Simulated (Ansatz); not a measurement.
A calculation with Ansatz (development build ahead of 0.2.0).

```yaml
crystal:
  periodic: [false, false, false]
  atoms:
    - { symbol: H, position_ang: [1.404, 0.0, 0.3848] }
    - { symbol: H, position_ang: [0.0, 1.404, 0.3848] }
    - { symbol: H, position_ang: [-1.404, 0.0, 0.3848] }
    - { symbol: H, position_ang: [0.0, -1.404, 0.3848] }
    - { symbol: H, position_ang: [1.404, 0.0, -0.3848] }
    - { symbol: H, position_ang: [0.0, 1.404, -0.3848] }
    - { symbol: H, position_ang: [-1.404, 0.0, -0.3848] }
    - { symbol: H, position_ang: [0.0, -1.404, -0.3848] }
basis:
  gaussian: { orbitals: "6-31G" }
hamiltonian:
  xc: hf
correlation:
  method: mp2
  frozen_orbitals: { H: 0 }
output:
  forces: true
```

The input is written out in the form of the current development build from the run's settings.

Output:

| Property | Result |
| --- | --- |
| Converged | yes |
| Reference energy | -4.44640 hartree |
| Correlation energy | -0.07512 hartree |
| Total energy | -4.52152 hartree |

Forces (eV/Å):
```tsv
atom	Fx	Fy	Fz
H1	0.811	0.000	-1.566
H2	0.000	0.811	-1.566
H3	-0.811	0.000	-1.566
H4	0.000	-0.811	-1.566
H5	0.811	0.000	1.566
H6	0.000	0.811	1.566
H7	-0.811	0.000	1.566
H8	0.000	-0.811	1.566
```
